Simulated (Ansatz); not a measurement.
Cost and result up the ladder for B8P8H22, a nanocrystal cut from wurtzite BP (hydrogen-capped) (38 atoms). Charge 0, multiplicity 1. Geometry: PBE-D4/def2-SVP.

```xyz
38

B    -0.087   -3.038   -2.078
P     1.140   -3.324   -0.572
P    -0.574   -1.145   -1.946
B    -1.515   -0.732   -0.278
B     1.498   -1.758    0.535
P    -0.224   -1.078    1.196
P    -2.017    1.157   -0.141
B    -2.967    1.558    1.524
B     0.075    0.511    2.314
P    -1.663    1.145    2.932
B     1.003    0.005   -2.167
P     2.203   -0.328   -0.615
P     0.410    1.857   -2.041
B    -0.448    2.318   -0.353
B     2.586    1.289    0.424
P     0.835    1.855    1.096
H    -1.085   -3.725   -1.912
H     0.511   -3.243   -3.125
H     0.709   -4.395    0.271
H     2.396   -3.855   -0.998
H    -1.469   -0.851   -3.022
H    -2.497   -1.448   -0.150
H     2.260   -1.995    1.458
H    -0.783   -2.089    2.039
H    -2.905    1.440   -1.226
H    -3.923    0.804    1.637
H    -3.243    2.749    1.571
H     0.843    0.265    3.229
H    -2.181    0.213    3.884
H    -1.439    2.260    3.798
H     1.564   -0.210   -3.229
H     3.430   -0.816   -1.161
H    -0.490    2.136   -3.116
H     1.463    2.767   -2.360
H    -0.761    3.498   -0.322
H     3.311    1.004    1.367
H     3.025    2.154   -0.328
H     1.009    3.046    1.866
```

Ansatz on 2 threads of AMD EPYC 7R13 on a shared host and a share (18 GiB) of an NVIDIA H100 80GB HBM3. Times are rough, and most runs start from the orbitals of an earlier one. PBE0-D4/def2-TZVP serves as the yardstick here, not as an exact answer. Differences are given only for rows in sets of like size (and for xTB, whose basis is part of the method), since another set adds its own error. Binding counts from free atoms at the same level (B doublet, P quartet, H doublet; other spins of the atoms weren't run), without zero-point energy or a counterpoise term.

Single mean-field runs in def2-TZVP are fitted with def2-universal-jkfit.

| level | functions | binding energy per atom (eV) | difference from PBE0-D4/def2-TZVP (eV) |
| --- | --- | --- | --- |
| PBE0-D4/def2-TZVP | 676 | 3.58 | 0.00 |
| PBE-D4/def2-TZVP | 676 | 3.61 | 0.03 |
| PBE-D4/def2-SVP | 366 | 3.62 | – |
| r2SCAN-D4/def2-TZVP (with forces) | 676 | 3.56 | -0.02 |
| PBE0-D4/def2-SVP | 366 | 3.60 | – |

(1) Estimate how long each takes.

## Answers

(1) PBE-D4/def2-TZVP 8 s; PBE-D4/def2-SVP 9 s; PBE0-D4/def2-SVP 9.6 s; r2SCAN-D4/def2-TZVP (with forces) 13 s; PBE0-D4/def2-TZVP 95 s. On shared hardware such times vary by a factor of up to 3.
